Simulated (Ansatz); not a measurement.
Total energies of C₃H₂F₆ (`FCC(F)(F)C(F)(F)F`).

```xyz
11

F    -0.721    0.916    2.132
C     0.161    0.624    1.132
C    -0.570   -0.129    0.037
F    -1.581    0.614   -0.451
F    -1.091   -1.273    0.519
C     0.354   -0.497   -1.144
F    -0.312   -1.159   -2.074
F     1.363   -1.255   -0.716
F     0.863    0.609   -1.687
H     0.569    1.552    0.725
H     0.965   -0.001    1.527
```

Charge 0, multiplicity 1. The geometry is a stationary point of PBE0-D4/def2-TZVP. It is one conformer, not always the lowest. Basis def2-TZVPP, Ansatz.

RPA on PBE orbitals: Hartree–Fock energy of these orbitals -711.59935 Eh, correlation -2.95200 Eh (frozen core).

```json
{"functional": "LDA (SPW92)", "energy without D4 (Eh)": "-710.07478", "D4 term (kJ/mol)": "–"}
{"functional": "PBE", "energy without D4 (Eh)": "-714.19082", "D4 term (kJ/mol)": "-22.1"}
{"functional": "revPBE", "energy without D4 (Eh)": "-714.64805", "D4 term (kJ/mol)": "-78.1"}
{"functional": "BLYP", "energy without D4 (Eh)": "-714.80122", "D4 term (kJ/mol)": "-49.8"}
{"functional": "r2SCAN", "energy without D4 (Eh)": "-714.59123", "D4 term (kJ/mol)": "-5.7"}
{"functional": "B97M-V", "energy without D4 (Eh)": "-714.68226", "D4 term (kJ/mol)": "–"}
{"functional": "PBE0", "energy without D4 (Eh)": "-714.19508", "D4 term (kJ/mol)": "-18.4"}
{"functional": "B3LYP", "energy without D4 (Eh)": "-714.88902", "D4 term (kJ/mol)": "-35.0"}
{"functional": "r2SCANh", "energy without D4 (Eh)": "-714.55229", "D4 term (kJ/mol)": "-5.9"}
{"functional": "r2SCAN0", "energy without D4 (Eh)": "-714.49633", "D4 term (kJ/mol)": "-6.4"}
{"functional": "HSE06 (plane-wave form)", "energy without D4 (Eh)": "-714.16567", "D4 term (kJ/mol)": "-16.9"}
{"functional": "BHLYP", "energy without D4 (Eh)": "-714.60651", "D4 term (kJ/mol)": "-23.4"}
{"functional": "CAM-B3LYP", "energy without D4 (Eh)": "-714.70951", "D4 term (kJ/mol)": "-18.2"}
{"functional": "LC-ωPBE", "energy without D4 (Eh)": "-714.50162", "D4 term (kJ/mol)": "–"}
{"functional": "ωB97X-V", "energy without D4 (Eh)": "-714.66852", "D4 term (kJ/mol)": "–"}
{"functional": "ωB97M-V", "energy without D4 (Eh)": "-714.72149", "D4 term (kJ/mol)": "–"}
{"functional": "B2PLYP", "energy without D4 (Eh)": "-714.48003", "D4 term (kJ/mol)": "–"}
{"functional": "PBE-QIDH", "energy without D4 (Eh)": "-714.10654", "D4 term (kJ/mol)": "–"}
```

B3LYP takes the VWN-RPA correlation (the form of Gaussian; ORCA's B3LYP/G). HSE06 is the plane-wave form, built on full-range PBE exchange. The double hybrids freeze the cores in their second-order part.

LC-ωPBE has ω = 0.4 bohr⁻¹.
